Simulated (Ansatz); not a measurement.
`I[Si](I)I` radical. Total charge 0; spin multiplicity 2. I: def2 effective core potential. The geometry is a stationary point of PBE0-D4/def2-TZVP.

```xyz
4

I    -1.161    1.484   -1.368
Si   -0.267   -0.466   -0.199
I     2.125   -0.711   -0.633
I    -0.697   -0.306    2.200
```

Question: What is the dipole moment at PBE/def2-TZVPP? (An estimate is asked.)

Answer: Computed: 0.04 D, zero by symmetry or nearly so.

Question: Give the Mulliken charges with PBE, B3LYP, r2SCAN in def2-TZVPP. (Estimate.)

Answer: Computed: 
```tsv
atom	PBE	B3LYP	r2SCAN
I1	-0.06	-0.08	-0.09
Si2	0.18	0.24	0.27
I3	-0.06	-0.08	-0.09
I4	-0.06	-0.08	-0.09
```

B3LYP here is the variant with VWN-RPA as its local correlation; programs differ in this.
